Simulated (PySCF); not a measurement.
## The third ionisation energy along the third row

All values are computed (PySCF 2.14, energy differences of UHF-based or UKS calculations, no spin-orbit coupling). Values in eV. The last column holds reference values (NIST; (s) semi-empirical, (t) theoretical, else measured). Unmarked ones compare directly (S terms, centres of terms, or small fine structure); those marked * lie between the lowest fine-structure levels and include a spin-orbit shift.

| element | configurations | UHF | LDA | PBE0 | CCSD(T) (valence) | CCSD (valence and next inner shell) | CCSD(T) (valence and next inner shell) | reference |
| --- | --- | --- | --- | --- | --- | --- | --- | --- |
| Al (x2c-QZVPPall with one added diffuse shell each of s, p, d, f type, spin-free X2C) | [Ne] 3s1 → [Ne] | 28.089 | 28.877 | 28.736 | n/a | 28.392 | 28.398 | 28.448 |
| Si (x2c-QZVPPall with one added diffuse shell each of s, p, d, f type, spin-free X2C) | [Ne] 3s2 → [Ne] 3s1 | 32.019 | 33.592 | 33.309 | 33.258 | 33.400 | 33.437 | 33.493 |
| P (x2c-QZVPPall with one added diffuse shell each of s, p, d, f type, spin-free X2C) | [Ne] 3s2 3p1 → [Ne] 3s2 | 29.580 | 30.196 | 30.255 | 30.058 | 30.044 | 30.070 | 30.203 * |
| S (x2c-QZVPPall with one added diffuse shell each of s, p, d, f type, spin-free X2C) | [Ne] 3s2 3p2 → [Ne] 3s2 3p1 | 34.150 | 34.867 | 34.865 | 34.747 | 34.724 | 34.759 | 34.86 ± 0.04 (s) * |
| Cl (x2c-QZVPPall with one added diffuse shell each of s, p, d, f type, spin-free X2C) | [Ne] 3s2 3p3 → [Ne] 3s2 3p2 | 38.955 | 39.658 | 39.654 | 39.620 | 39.591 | 39.631 | 39.8 ± 0.11 (s) * |
| Ar (x2c-QZVPPall with one added diffuse shell each of s, p, d, f type, spin-free X2C) | [Ne] 3s2 3p4 → [Ne] 3s2 3p3 | 39.386 | 40.840 | 40.712 | 40.482 | 40.471 | 40.505 | 40.735 ± 0.012 (s) * |

"Valence" correlates the outer s and p shells and, in groups 3 to 12 and the f block, the outer d or f shell, open or full, or the next shell where the ion has no valence electron left; the wider scheme adds the next inner shell.
